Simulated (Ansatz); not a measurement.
Relaxation of a periodic cell of 17 atoms, Si₁₆O (host Si, host structure diamond, interstitial O), to a largest force component of 0.08 eV/Å in at most 25 steps.

All numbers below come from DFT PBE, scalar-relativistic, plane waves, PAW (Ansatz). Settings: accuracy low, PAW set soft_1, cutoff 420 eV, k mesh 2x2x2, fermi-dirac smearing 0.02 eV, spin collinear.

```xyz
17
Lattice="0.0000 5.4300 5.4300 5.4300 0.0000 5.4300 5.4300 5.4300 0.0000" Properties=species:S:1:pos:R:3
Si 0.000 0.000 0.000
Si 1.357 1.357 1.357
Si 2.715 2.715 0.000
Si 4.072 4.072 1.357
Si 2.715 0.000 2.715
Si 4.072 1.357 4.072
Si 5.430 2.715 2.715
Si 6.787 4.072 4.072
Si 0.000 2.715 2.715
Si 1.357 4.072 4.072
Si 2.715 5.430 2.715
Si 4.072 6.787 4.072
Si 2.715 2.715 5.430
Si 4.072 4.072 6.787
Si 5.430 5.430 5.430
Si 6.787 6.787 6.787
O 2.749 2.733 2.751
```

Q: Where does it end, and by what steps?

A: The run converged. The force dipped under the threshold on the way, but the program's further checks kept it going. Limits of this set-up: coarse k mesh, a small cell, in which the defect meets its images, low accuracy level. After 8 steps the energy has fallen by 1.264 eV; O17 moved furthest, 0.85 Å. Joined: Si4–O17 (2.34 → 1.95 Å), Si6–O17 (2.32 → 1.93 Å), Si10–O17 (2.34 → 1.94 Å).

| step | energy less start (eV) | largest force component (eV/Å) | accepted |
| --- | --- | --- | --- |
| 0 | 0.0000 | 0.389 | yes |
| 1 | -0.0761 | 0.293 | yes |
| 2 | -0.3024 | 0.939 | yes |
| 3 | -0.7400 | 0.692 | yes |
| 4 | -1.0890 | 0.435 | yes |
| 5 | -1.1567 | 0.382 | yes |
| 6 | -1.2205 | 0.311 | yes |
| 7 | -1.2637 | 0.056 | yes |
| 8 | -1.2637 | 0.056 | yes |

```xyz
17
Lattice="0.0000 5.4300 5.4300 5.4300 0.0000 5.4300 5.4300 5.4300 0.0000" Properties=species:S:1:pos:R:3
Si -0.086 -0.099 -0.090
Si 1.256 1.262 1.253
Si 2.689 2.697 0.036
Si 3.942 3.938 1.567
Si 2.686 0.045 2.685
Si 3.934 1.570 3.937
Si 5.619 2.641 2.642
Si 6.844 4.045 4.037
Si 0.038 2.695 2.686
Si 1.568 3.934 3.942
Si 2.649 5.612 2.649
Si 4.044 6.844 4.043
Si 2.639 2.636 5.622
Si 4.036 4.042 6.844
Si 5.302 5.300 5.304
Si 6.655 6.642 6.661
O 3.235 3.228 3.235
```

Time of the run: 3.1 min on 1 thread of Arm Neoverse V1, on a shared host, peak memory 0.66 GiB.
